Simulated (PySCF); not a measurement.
Species: C3H8NSi (doublet state).
Cartesian coordinates in Å at the GFN2-xTB level; atoms count from 1:
```
atom  x, y, z in Å
C1     2.5160   -0.8578   -0.4335
N2     1.2293   -0.9974   -0.2639
Si3   -0.1235   -0.0580   -0.2313
C4    -1.7036   -1.0503    0.0564
C5    -0.4434    1.8064   -0.4433
H6     3.1235   -1.7467   -0.3771
H7     3.0140    0.0837   -0.6284
H8    -1.4752   -2.1037    0.1699
H9    -2.2209   -0.7195    0.9526
H10   -2.3934   -0.9431   -0.7760
H11   -1.1117    2.0056   -1.2799
H12   -0.9001    2.2397    0.4454
H13    0.4847    2.3417   -0.6294
```

The hyperfine couplings belong to this conformer and change with its torsions.

Identity: `C=N[Si](C)C` [radical].

Method used: UKS B3LYP, pcH-1 on C H N Si, non-relativistic, mean-field spin-orbit, GIAO in PySCF 2.14.0. The structure is a single GFN2-xTB conformer in the gas phase; no vibrational or solvent corrections. Couplings are sensitive to structure, and on GFN2-xTB geometries they can be far from those on DFT ones, by a factor of two or more for some ions and for spin on atoms past the first row. No stability test was run, so a lower SCF solution isn't excluded.

Question: The isotropic 13C couplings are +50.6, -13.3, -7.7 MHz. Assign them to C1; C4; C5.

Answer: 
| site | a_iso (MHz) | ρ(0) (bohr⁻³) | position | distance from Si3 (Å) | spin population | largest \|T\| (MHz) |
| --- | --- | --- | --- | --- | --- | --- |
| C1 | +50.6 | +0.0451 | a main spin site | 2.77 | +0.56 | 89.7 |
| C4 | -13.3 | -0.0119 | 1 bond from Si3 | 1.89 | -0.05 | 2.3 |
| C5 | -7.7 | -0.0069 | 1 bond from Si3 | 1.90 | -0.04 | 1.6 |

Question: Match the computed a_iso(1H) values -39.0, -36.2, +24.9, +22.4 MHz (means over equivalent nuclei) with the sites H6; H7; H8/H9/H10; H11/H12/H13.

Answer: 
```tsv
site	a_iso (MHz)	ρ(0) (bohr⁻³)	position	distance from Si3 (Å)	bound to	spin population there	largest |T| (MHz)
H6	-39.0	-0.0087	1 bond from C1	3.66	C1	+0.56	21.7
H7	-36.2	-0.0081	1 bond from C1	3.17	C1	+0.56	20.2
H8/H9/H10	+24.9	+0.0056	2 bonds from Si3	2.49	C4	-0.05	3.5
H11/H12/H13	+22.4	+0.0050	2 bonds from Si3	2.51	C5	-0.04	3.6
```

ρ(0) is the spin density at the nucleus and T the dipolar tensor; a_iso includes a spin–orbit part; entries for several nuclei are means. Largest spin populations (Mulliken): Si3 (+0.70), C1 (+0.56) and N2 (-0.16). The positive populations add up to 1.30 and the negative ones to -0.30, together 2S = 1. The angles at Si3 add up to 360.0°, so it is planar. Main spin sites, with 60 % or more of the largest population: C1, Si3; positions count bonds from the nearest.

Means are taken over nuclei equivalent by connectivity, which assumes that they swap fast. C4 and C5, with what hangs on them, aren't averaged: Si3 is flat or nearly so (angle sum 360°), and its turn about the short Si3–N2 bond (1.65 Å) is taken as slow. The three 1H nuclei of mean +24.9 MHz run from 1.1 to 37.1 MHz in the frozen geometry. The three 1H nuclei of mean +22.4 MHz run from 1.1 to 33.1 MHz in the frozen geometry.
